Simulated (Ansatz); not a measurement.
`F[SiH]([SiH3])P` + `N=CF` → `F/C=N/P` + `F[SiH2][SiH3]` at 298.15 K and 1 bar (cleavage of the P–Si bond).

Isolated molecules relaxed with PBE0-D4/def2-TZVP in Ansatz; ΔE leaves out vibrations. CBS: MP2 limit from def2 TZ/QZ plus the TZ coupled-cluster correction, frozen cores. This one scheme is used for every species. One conformer a species, not always the lowest.

| species | CCSD(T)/CBS energy (Eh) | H − E (kJ/mol) | S (J/(mol·K)) |
| --- | --- | --- | --- |
| `F[SiH]([SiH3])P` | -1022.55000 | 165.7 | 364.3 |
| `N=CF` | -193.72220 | 98.3 | 248.2 |
| `F/C=N/P` | -535.25055 | 124.1 | 300.5 |
| `F[SiH2][SiH3]` | -681.00067 | 133.6 | 311.5 |

H − E and S are ideal-gas, rigid-rotor, harmonic terms from PBE0-D4/def2-TZVP, for one conformer and one mirror image of each species. 1 Eh = 2625.50 kJ/mol, R = 8.31446 J/(mol·K).

Task: By hand: ΔE, ΔH, ΔS and ΔG.

Result: ΔE = (-535.25055) + (-681.00067) − (-1022.55000) − (-193.72220) = 0.02098 Eh = 55.1 kJ/mol. Δ(H − E) = 124.1 + 133.6 − 165.7 − 98.3 = -6.3, so ΔH = 48.8 kJ/mol. ΔS = 300.5 + 311.5 − 364.3 − 248.2 = -0.5 J/(mol·K). ΔG = 48.8 − 298.15 × (-0.5)/1000 = 48.9 kJ/mol.

Task: By hand: the equilibrium constant, and the temperature at which ΔG would vanish if ΔH and ΔS stayed fixed.

Result: log₁₀ K = −ΔG/(RT ln 10) = -8.6. ΔH and −TΔS have one sign here, so there is no such temperature. One of them is within its doubt of zero, so this could turn.

The number of gas molecules stays the same, so ΔS is small and ΔH decides. A doubt of 5 kJ/mol in ΔE shifts log₁₀ K by 0.9 here. Other conformers and mirror images would add mixing entropy, several J/(mol·K) or more a flexible species. These are equilibria of isolated gas molecules and say nothing of rates. Largest T1 diagnostic: 0.014 (customary marks: 0.02 for closed shells, 0.045 for open ones).
